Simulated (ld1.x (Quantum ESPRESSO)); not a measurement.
Ir: variants of one TM potential

Base potential:

iridium (Ir), norm-conserving Troullier–Martins (Kleinman–Bylander form), made with ld1.x (Quantum ESPRESSO) 7.5 (PBE, scalar-relativistic). Core [Kr] 4d10 4f14 5s2, reference 5p6 5d7 6s1.75 6p0 (charge +0.25). Waves: 5p (bound): rc 1.10 bohr; 5d (bound): rc 1.90 bohr; 6s (bound): rc 2.25 bohr. Local part: the s channel. Core correction: none.

All-electron outer shells of the reference configuration (PBE, scalar-relativistic, ld1.x):

```tsv
shell	level (eV)	outermost node (bohr)	outermost maximum (bohr)
5s	-99.95	0.50	0.89
4f	-64.15	–	0.39
5p	-56.67	0.54	1.01
5d	-9.09	0.59	1.29
6s	-8.06	1.17	2.38
6p	-2.60	1.39	3.34
```

Cutoffs, loose and tight: the cutoffs (Ry, on a coarse ladder) from which the occupation-weighted sum of valence levels, in a spherical-Bessel basis at the reference potential, stays within 10 and 1 mRy of its value at 400 Ry. They do not see the model core or the augmentation charge, which bear on the density cutoff. Test errors are all-electron minus pseudo excitation energies from the reference, over the configurations 5p6 5d7 6s2 6p0; 5p6 5d7 6s1 6p0; 5p6 5d7 6s0 6p0; 5p6 5d8 6s0 6p0; 5p6 5d7 6s1.5 6p0; 5p6 5d7 6s0 6p2; 5p6 5d5 6s0 6p0. A dash means not determined; rows that change the core or the reference have their own tests. The largest error is taken over the tests solved by every variant that gives reliable tests at all: 5p6 5d7 6s0 6p0; 5p6 5d7 6s1 6p0; 5p6 5d7 6s2 6p0.

Cutoffs are not given where the Bessel-basis levels miss the radial ones by over 6 mRy, ghosts where they miss by over 20 mRy; a channel whose overlap is not positive is not tested.

```csv
change,outcome,"cutoff, loose","cutoff, tight",bound ghosts,largest test error (meV)
base,generated,140 Ry,200 Ry,none,-36
wave 5d (bound): rc 1.90 bohr becomes 5d (bound): rc 2.28 bohr,generated,140 Ry,200 Ry,none,-35
reference 5p6 5d7 6s1.5 6p0,generated,140 Ry,200 Ry,none,-81
fully relativistic,generated,140 Ry,200 Ry,none,-28
core correction a·sin(br)/r model core inside 0.70 bohr,generated,140 Ry,200 Ry,none,-45
wave 5p (bound): rc 1.10 bohr becomes 5p (bound): rc 0.76 bohr,generated,–,–,not determined,-36
wave 6s (bound): rc 2.25 bohr becomes 6s (bound): rc 1.82 bohr,generated,140 Ry,200 Ry,none,-19
"type ultrasoft; waves now 6s (bound): rcut 1.95, rcutus 2.25 bohr; 6s channel at 3.6 Ry: rcut 1.95, rcutus 2.25 bohr; 5p (bound): rc 1.10 bohr; 6p (bound): rc 1.10 bohr; 5d (bound): rcut 1.65, rcutus 1.90 bohr; 5d channel at 4.2 Ry: rcut 1.65, rcutus 1.90 bohr; local potential all-electron potential smoothed inside 2.15 bohr (lloc = -2); augmentation PSQ, radius 0.90 bohr",generated,140 Ry,200 Ry,none,+13
core correction a·sin(br)/r model core inside 1.32 bohr,generated,140 Ry,200 Ry,none,-45
```

(1) What comes out with this change to the base: core [Xe] 4f14, valence charge 9; reference 5d7 6s1 6p0; waves now 6p (bound): rc 3.15 bohr; 5d (bound): rc 1.50 bohr; 6s (bound): rc 1.10 bohr?

(2) What comes out with this change to the base: all radii scaled by about 0.93 (s 2.08, p 1.02, d 1.76 bohr)?

Answers

(1) outcome: failed: run_pseudo: Errors in PS-KS equation. Cause: the pseudo-atom solver did not find the valence states with the expected number of nodes, which is the usual sign of a ghost state.

(2) outcome: generated; cutoff, loose: 140 Ry; cutoff, tight: 230 Ry; bound ghosts: none; largest test error (meV): -32.
